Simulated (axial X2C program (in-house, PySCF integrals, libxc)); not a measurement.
Worked dissociation energy of BrCl⁻: CCSD, without spin–orbit coupling

Calculated with an axial X2C code built on PySCF integrals. Spin-free means the one-electron spin-free X2C Hamiltonian. Basis: Br dyall-acv3z [9s10p7d5f1g], Cl dyall-av3z [9s8p3d2f] (cores contracted in-house); Gaussian nuclei, density fitting, unrestricted open shells. Masses: Br 78.918 u, Cl 34.969 u.

Molecular state: M_S = 1/2, Λ = 0 (beyond evenly filled blocks: σα).

Correlated methods: 15 electrons correlated (number of frozen shells: Br 3 s, 2 p, 1 d; Cl 2 s, 1 p), 241 virtual spin orbitals or spinors in MP2, 90 natural virtuals in coupled cluster.

- E(Br) (2M_S = 1, M_L = 0): -2604.662639 hartree
- E(Cl-) (2M_S = 0, M_L = 0): -461.214537 hartree
- E(BrCl⁻) at Re: -3065.919216 hartree
- ωe: 213.7 cm⁻¹

Question: Work out De and D0.

Answer: De = -2604.662639 + (-461.214537) − (-3065.919216) = 0.04204 hartree = 1.144 eV. The zero-point energy is ωe/2 = 107 cm⁻¹ = 0.013 eV, so D0 = 1.131 eV.

The state is one determinant whose occupation by symmetry is held fixed; it was picked as the lowest of a PBE0 search that is not exhaustive. De is counted from the lowest determinant-based energies of the atoms at the same level, without counterpoise correction. CCSD ran in a truncated set of natural virtual spinors with an MP2 remainder; without triples it tends to underbind. Spin-free De lacks the spin–orbit lowering of the heavy p-block atom, a tenth of an eV or more for 4p and 5p, up to an eV for 6p and one to two eV for 7p atoms, less what an open-shell molecule gains itself.

Each atomic determinant is the lowest at this level and need not be a pure term. Totals compare only within one Hamiltonian and basis.
